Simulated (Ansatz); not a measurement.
Basis-set extrapolation for C2H9AlBN, SMILES `CB[NH][AlH][CH3]` (PBE0-D4/def2-TZVP geometry, frozen core, the Gaussian-basis code of Ansatz). Multiplicity 1, RHF reference.

|  | def2-TZVPP | def2-QZVPP |
| --- | --- | --- |
| HF | -402.183147 | -402.198290 |
| MP2 correlation | -0.750002 | -0.799368 |
| CCSD(T) correlation | -0.834264 | not run |

Energies in hartree. Use E(X) = E(∞) + A·exp(−7.88·√X) for Hartree–Fock and E(X) = E(∞) + B·X^(−2.97) for correlation, with X = 3 and 4, and add CCSD(T) minus MP2 of the smaller set to the MP2 limit.

Task: What is the CCSD(T) energy at the basis-set limit?

Result: HF limit: -402.198290 + (-0.015143) × 0.13774 = -402.20038. MP2 limit: -0.799368 + (-0.049366) × 0.74074 = -0.83594. Higher-order term: -0.834264 − (-0.750002) = -0.08426. Total: -403.12058 hartree, 2.81 eV below CCSD(T)/def2-TZVPP.
